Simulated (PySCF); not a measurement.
Computed with PBE-D3(BJ)/def2-TZVP // CAM-B3LYP-D3(BJ)/def2-TZVP run with PySCF. Gas-phase values, no solvent. One relaxed conformer stands for a flexible species; it need not be the lowest. Excitations are Tamm–Dancoff values on a coarser integration grid. The basis has no diffuse functions, so Rydberg states are missing or too high.

Reference species (SMILES): `BC(=C)CC#N` (neutral, multiplicity 1).

| Property | Value |
|---|---|
| S1 oscillator strength | 0.007 |
| S1–T1 gap (TDA) | 1.03 eV |

Changed species: `C(/B)=C\CC#N`.

Give the shifts of the S1 oscillator strength and S1–T1 gap (TDA).

the S1 oscillator strength is nearly the same; the S1–T1 gap (TDA) goes up by 0.05 eV, to 1.08 eV.
